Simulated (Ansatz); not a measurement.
Reaction (ligand exchange at the Si–Br bond): `C[Si](N)(O)Br` + H–F → `C[Si](N)(O)F` + HBr

Calculated with Ansatz (gas phase, PBE0-D4/def2-TZVP geometries, no zero-point term in ΔE). CCSD(T)/CBS adds triple-zeta CCSD(T) − MP2 to the extrapolated MP2 energy (def2 sets, frozen cores). This one scheme is used for every species. Functionals use def2-TZVPP. B3LYP here is the variant with VWN-RPA as its local correlation; programs differ in this. For Br outer-core shells are correlated without core-valence functions, which leaves a few kJ/mol of doubt a bond. Scalar relativity is left out up to krypton. Each species was taken in one conformer, which may not be the lowest.

```
        species  B3LYP-D4 energy (Eh)
`C[Si](N)(O)Br`           -3035.65628
            H–F            -100.49283
 `C[Si](N)(O)F`            -561.37969
            HBr           -2574.79010
```

Q: Work out ΔE.

A: ΔE = (-561.37969) + (-2574.79010) − (-3035.65628) − (-100.49283) = -0.02068 Eh = -13.0 kcal/mol. CCSD(T)/CBS gives -11.4 kcal/mol.

Largest T1 diagnostic among the species: 0.010.

In def2-TZVPP, CCSD(T) changes the Hartree–Fock value by +3.6 kcal/mol (the triples alone add +0.8 kcal/mol) and MP2 by +5.7 kcal/mol. The D4 term adds +2.1 kcal/mol with B3LYP and +1.2 kcal/mol with PBE0; it sums over pairs of atoms, weighted by their polarisabilities, and B3LYP, whose exchange is more repulsive, gets the larger term.
